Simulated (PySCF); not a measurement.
Isomers of C7H11N. Theory: PySCF 2.14.0, PBE0-D3(BJ)/def2-SVP geometry optimisation, gas phase. Energies are electronic, without zero-point or thermal terms, for one conformer each. No frequencies were run at this level. Point groups hold within 0.08 Å.

**Question.** Rank from lowest to highest electronic energy at this level (kcal/mol).
A. `[CH:1]#[C:2][CH2:3]/[C:4]([CH2:5][CH3:6])=[N:7]\[CH3:8]` with C2–C3–C4–C5 -99°, C3–C4–C5–C6 176°
B. `[CH:1]1=[CH:2][N:3]2[CH2:4][CH2:5][CH2:6][C@H:7]2[CH2:8]1` with C1–C2–N3–C4 -134°, C2–N3–C4–C5 81°, N3–C4–C5–C6 34°, C4–C5–C6–C7 -18°
C. `[CH2:1]=[CH:2][CH2:3][C@@H:4]([CH3:5])[CH2:6][C:7]#[N:8]` with C1–C2–C3–C4 116°, C2–C3–C4–C5 176°, C3–C4–C6–C7 -61°

**Answer.** B (0.0), C (13.5), A (50.0).

As drawn, the lowest has a C=C bond outside aromatic rings, which the highest lacks; the highest has a C≡C bond and a C=N bond, which the lowest lacks.

```csv
SMILES,E (Eh),E rel (kcal/mol),dipole (D),point group,"A, B, C (MHz)"
C1=CN2CCC[C@H]2C1,-327.48564,0.0,1.05,C1,"3723, 2184, 1710"
C=CC[C@@H](C)CC#N,-327.46410,13.5,3.85,C1,"2374, 1656, 1160"
C#CC/C(CC)=N\C,-327.40592,50.0,1.48,C1,"2722, 1411, 1085"
```
